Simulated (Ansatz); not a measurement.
One change: `[SiH3]NP` becomes `[SiH3][NH][SbH2]`.

Ansatz, PBE0-D4/def2-TZVP geometries, multiplicity 1. Each molecule was computed in one conformer, which needn't be the lowest.

Elements past krypton have def2 core potentials.

```json
{"property": "HOMO–LUMO gap (B3LYP/def2-TZVPP) / eV", "`[SiH3]NP`": "6.75"}
{"property": "HOMO energy (B3LYP/def2-TZVPP) / eV", "`[SiH3]NP`": "-7.17"}
{"property": "HOMO–LUMO gap (PBE0/def2-TZVPP) / eV", "`[SiH3]NP`": "7.16"}
{"property": "HOMO energy (PBE0/def2-TZVPP) / eV", "`[SiH3]NP`": "-7.37"}
{"property": "size of the dipole moment (ωB97M-V/def2-TZVPP) / D", "`[SiH3]NP`": "0.70"}
{"property": "HOMO–LUMO gap (ωB97M-V/def2-TZVPP) / eV", "`[SiH3]NP`": "11.07"}
```

Task: What does the change do to each property? (An estimate is asked.)

Result: Computed: 
```
                                          property  `[SiH3][NH][SbH2]`  shift
             HOMO–LUMO gap (B3LYP/def2-TZVPP) / eV                5.96  -0.79
               HOMO energy (B3LYP/def2-TZVPP) / eV               -7.08   0.09
              HOMO–LUMO gap (PBE0/def2-TZVPP) / eV                6.42  -0.74
                HOMO energy (PBE0/def2-TZVPP) / eV               -7.31   0.06
size of the dipole moment (ωB97M-V/def2-TZVPP) / D                1.45   0.75
           HOMO–LUMO gap (ωB97M-V/def2-TZVPP) / eV               10.35  -0.72
```

With PBE0 the HOMO rises by 0.06 eV and the LUMO falls by 0.70 eV, so the gap narrows by about 0.76 eV. PBE moves the HOMO by 0.23 eV and ωB97M-V by -0.02 eV. Dipoles are sizes alone; their direction can turn.

B3LYP here is the variant with VWN-RPA as its local correlation; programs differ in this.

Spin–orbit coupling is left out; it splits and shifts lone-pair levels of the heavy atoms by tenths of an eV.
